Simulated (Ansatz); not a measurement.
Geometry optimisation, DFT r2SCAN, scalar-relativistic, plane waves, PAW in Ansatz.

Input:

```yaml
crystal:
  lattice:
    - [5.727565, 0.0, 0.0]
    - [2.863782, 4.960217, 0.0]
    - [0.0, 0.0, 15.676537]
  atoms:
    - { symbol: Al, position: [0.1666667, 0.1666667, 0.0637896] }
    - { symbol: Al, position: [0.6666667, 0.1666667, 0.0637896] }
    - { symbol: Al, position: [0.1666667, 0.6666667, 0.0637896] }
    - { symbol: Al, position: [0.6666667, 0.6666667, 0.0637896] }
    - { symbol: Al, position: [-0.1666667, 0.3333333, 0.2129468] }
    - { symbol: Al, position: [0.3333333, 0.3333333, 0.2129468] }
    - { symbol: Al, position: [-0.1666667, 0.8333333, 0.2129468] }
    - { symbol: Al, position: [0.3333333, 0.8333333, 0.2129468] }
    - { symbol: Al, position: [0.0, 0.0, 0.362104] }
    - { symbol: Al, position: [0.5, 0.0, 0.362104] }
    - { symbol: Al, position: [0.0, 0.5, 0.362104] }
    - { symbol: Al, position: [0.5, 0.5, 0.362104] }
    - { symbol: Ag, position: [-0.0174893, 0.7456041, 0.5126475] }
basis:
  ecutwfc: 500.0
kpoints:
  mp_grid: { grid: [5, 5, 1] }
hamiltonian:
  xc: r2scan
scf:
  occupations: { method: gaussian, width: 0.15 }
  lower_state_search: "off"
relax:
  f_tol: 0.03
  max_steps: 60
  adjacent_minimum: "off"
  constraints: [{ sites: [0, 1, 2, 3] }]
```

Command:

```bash
$ ansatz run input.yaml --threads 4 --pin off --max-ram 10240MiB --backend cpu --events-out ev --progress --plain --runs-dir out
```

**Question.** Where does it end, and by what steps?

**Answer.** The forces met the threshold. The force dipped under the threshold on the way, but the program's further checks kept it going. Limits of this set-up: coarse k mesh, thin slab, slab without dipole correction, a typed lattice constant that wasn't relaxed here. After 8 steps the energy has fallen by 0.357 eV; Ag13 moved furthest, 0.90 Å.

```json
{"step": "0", "energy less start (eV)": "0.0000", "largest force component (eV/Å)": "0.957", "accepted": "yes"}
{"step": "1", "energy less start (eV)": "-0.1655", "largest force component (eV/Å)": "0.660", "accepted": "yes"}
{"step": "2", "energy less start (eV)": "-0.2369", "largest force component (eV/Å)": "0.243", "accepted": "yes"}
{"step": "3", "energy less start (eV)": "-0.2829", "largest force component (eV/Å)": "0.142", "accepted": "yes"}
{"step": "4", "energy less start (eV)": "-0.3169", "largest force component (eV/Å)": "0.126", "accepted": "yes"}
{"step": "5", "energy less start (eV)": "-0.3476", "largest force component (eV/Å)": "0.076", "accepted": "yes"}
{"step": "6", "energy less start (eV)": "-0.3563", "largest force component (eV/Å)": "0.011", "accepted": "yes"}
{"step": "7", "energy less start (eV)": "-0.3563", "largest force component (eV/Å)": "0.010", "accepted": "yes"}
{"step": "8", "energy less start (eV)": "-0.3566", "largest force component (eV/Å)": "0.005", "accepted": "yes"}
```

```xyz
13
Lattice="5.7276 0.0000 0.0000 2.8638 4.9602 0.0000 0.0000 0.0000 15.6765" Properties=species:S:1:pos:R:3
Al 1.432 0.827 1.000
Al 4.296 0.827 1.000
Al 2.864 3.307 1.000
Al 5.728 3.307 1.000
Al -0.004 1.655 3.285
Al 2.868 1.655 3.285
Al 1.432 4.133 3.374
Al 4.296 4.129 3.285
Al 0.056 0.032 5.603
Al 2.808 0.032 5.602
Al 1.432 2.415 5.603
Al 4.297 2.480 5.575
Ag 1.431 4.134 7.528
```

Whether the end is a true minimum wasn't checked by a vibrational analysis.

The run took 4.8 min on 4 threads of AMD EPYC 7571, with other jobs on the host, peak memory 1.8 GiB.
